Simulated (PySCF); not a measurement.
Zn(I)(SH) (HISZn), SMILES [SH][Zn][I]. Atoms are numbered in the order given.

```xyz
4

Zn     0.0225    -0.9161     0.0000
I     -0.0064     1.5109     0.0000
S      0.0597    -3.0894     0.0000
H     -1.2914    -3.1652     0.0000
```
Charge 0, spin multiplicity 1.

Geometry optimised at PBE0-D3(BJ)/def2-SVP. The def2 effective core potentials stand for the cores of I; spin–orbit coupling is left out. The values are those of a single conformer.

The numbers are results of PBE/def2-TZVPD run with PySCF, not measurements.

Isolated molecule, no solvent.

Computed frontier levels, gap, dipole moment and polarisability:
```
Item                                                                                                            Result
---------------------------------------------------------------------------------------------  -----------------------
highest occupied level                                                                                        -6.41 eV
lowest empty level                                                                                            -2.40 eV
orbital gap                                                                                                    4.01 eV
dipole moment                                                                                                   0.64 D
quadrupole, principal values (traceless, Buckingham form, about the centre of nuclear charge)   -5.93, -0.53, 6.46 D·Å
mean static polarisability                                                                       89.7 bohr³ (13.29 Å³)
polarisability, principal values                                                               68.3, 69.1, 131.6 bohr³
```
